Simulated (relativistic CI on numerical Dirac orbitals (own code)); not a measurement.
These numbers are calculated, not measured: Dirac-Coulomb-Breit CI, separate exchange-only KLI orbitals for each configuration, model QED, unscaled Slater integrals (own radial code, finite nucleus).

The strongest absorption lines from the ground level of an ion, among the configurations computed and to levels below about 2110 eV (vacuum wavelength in Å, gf): 7.4243 (0.00058), 11.516 (0.00048), 17.648 (0.92), 19.616 (0.17).

Q: Which ion is it?
A. Ir63+
B. Ho53+
C. Ir65+
D. Fr73+

A: A. Ir63+ has 14 electrons and the ground level 3s2 3p2 3P_0; the strongest line goes to 3s2 3p 3d 3D°_1. The pattern of lines fixes the number of electrons, and along that sequence the line energies rise steadily with the charge (about as its square where n changes within one kind of shell, about linearly where n is kept but much faster in heavy ions where fine structure, which grows about as Z⁴, sets the gap, and irregularly where shells cross), which fixes Z. Configurations outside the model, such as inner-shell arrays, can give stronger lines. At this charge energies of transitions that change n are usually good to better than 1 %, and those within a shell (Δn = 0) to a few per cent.

LS names give the leading component of a level, which can be under half, so a name can repeat, a term be missing and a line seem to break the LS rules.
